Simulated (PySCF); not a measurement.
**Dipole response of Se⁺ (selenium, charge +1)**

[Ar] 3d10 4s2 4p3, high-spin 4S determinant. All numbers are calculated (PySCF 2.14, scalar relativity through the core potential, in aug-cc-pVQZ-PP with ECP10MDF (7s6p5d3f2g, 89 functions)). Coupled (time-dependent) response in atomic units; α is the mean over directions.

```tsv
method	mean α (bohr³)	C₆ (like pair)	S(−4)
UHF	14.13	86.62	47.44
PBE	14.49	89.06	51.55
PBE0	14.23	87.20	48.63
```

S(−4) is the Cauchy moment in α(ω) = α(0) + S(−4) ω² + …

α(iu) at PBE:

```tsv
u (hartree)	α(iu) (bohr³)
0	14.49
0.0500	14.36
0.100	13.99
0.200	12.72
0.300	11.09
0.500	7.986
0.750	5.289
1.00	3.665
1.50	2.034
2.00	1.303
3.00	0.6857
5.00	0.2998
```

For an ion, C₆ is the dispersion term alone; charge-induced terms of lower order in 1/R come first.

Energies and moments cover only the electrons outside the core potential.
